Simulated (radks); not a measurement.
Values are calculated unless marked as measured or tabulated.
Question: Excited configurations of Tl III: one electron is placed in a higher orbital outside [Xe] 4f14 5d10. The ground configuration is [Xe] 4f14 5d10 6s1. Code: a radial shooting solver on a logarithmic mesh with Libxc functionals. Model: Dirac Kohn-Sham, PBEsol, spin-unpolarised, spherical densities, finite nucleus; open shells fill j = l - 1/2 first; Fermi nuclear charge, rms radius 5.4759 fm. Excitation = E - E(ground); binding = E(ion) - E, where the ion is the core of charge +3; n* = 3/sqrt(2 binding) in atomic units, and the quantum defect is n - n*.

outer orbital  excitation (eV)  binding (eV)     n*  quantum defect  eigenvalue (eV)  <r> (bohr)
5f5/2                   22.046         8.104  3.887           1.113           -6.314       5.346
6d3/2                   18.403        11.747  3.229           2.771           -9.558       4.381
6f5/2                   24.630         5.520  4.710           1.290           -4.500       9.133
7s1/2                   17.257        12.892  3.082           3.918          -11.026       4.912
7p1/2                   19.536        10.613  3.397           3.603           -9.010       5.662
7f5/2                   26.252         3.898  5.605           1.395           -3.283       14.00

Estimate the row for 7d3/2.

Answer: excitation (eV) 23.158; binding (eV) 6.991; n* 4.185; quantum defect 2.815; eigenvalue (eV) -5.874; <r> (bohr) 8.067. The Delta-SCF ionisation energy is 30.150 eV (NIST Atomic Spectra Database: 29.852 eV, measured). Self-interaction in the functional shifts the binding energies and quantum defects, so they are the method's values and not measured ones. Spin polarisation and multiplet splitting are left out, so open shells lie too high by an amount that depends on their filling.

Beside tabulated values, note that spin-unpolarised runs miss the spin-polarisation part of the exchange energy of open shells.
